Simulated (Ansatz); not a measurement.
`O[SiH2][Si](O)(F)F` + H₂ → `O[SiH2][SiH](O)F` + H–F  (hydrogenolysis of the Si–F bond)

Program: Ansatz. Geometries: PBE0-D4/def2-TZVP. ΔE: electronic, gas phase. CCSD(T)/CBS adds triple-zeta CCSD(T) − MP2 to the extrapolated MP2 energy (def2 sets, frozen cores). This one scheme is used for every species. DFT in def2-TZVPP. Each species was taken in one conformer, which may not be the lowest.

```json
{"level": "r2SCAN-D4", "ΔE (kJ/mol)": "148.5"}
{"level": "HF/def2-QZVPP", "ΔE (kJ/mol)": "146.3"}
```

(1) What does CCSD(T)/CBS give? (Estimate.)

Largest T1 diagnostic among the species: 0.012.

## Answers

(1) Ansatz gave: +139.5 kJ/mol. The listed levels differ from it by 9.0, 6.8 kJ/mol.
